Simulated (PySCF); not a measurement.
**Exercise with solution: oscillator strength and radiative lifetime**

Ga(I)2(Me) (CH3GaI2), SMILES [CH3][Ga]([I])[I].

Geometry optimised at PBE0-D3(BJ)/def2-SVP. The def2 effective core potentials stand for the cores of I; spin–orbit coupling is left out.

TDA-PBE/def2-SVPD (PySCF 2.14.0) puts the first singlet state with f over 0.02 at 4.54 eV (vertical), with the transition dipole (0.443, -0.130, 0.262) in atomic units.

Question: Find the oscillator strength, the wavelength and the radiative lifetime that this transition would have in vacuum if emission retraced absorption.

Answer: 
|μ|² = 0.2818 au, so |μ| = 1.35 D. ΔE = 4.54/27.211 = 0.1668 hartree. f = (2/3) ΔE |μ|² = 0.031 (the program prints 0.031).
λ = 1239.84/4.54 = 273 nm; ν = 36618 cm⁻¹.
Einstein's coefficient A = 0.6670 ν² f s⁻¹ (ν in cm⁻¹) = 2.8e7 s⁻¹, so τ = 1/A = 36 ns. This state is S5; the lower singlets have f = 0.000, 0.009, 0.000, 0.001. The figure is the radiative limit of this one transition; relaxation, internal conversion, crossing to triplets and a medium change what is measured.
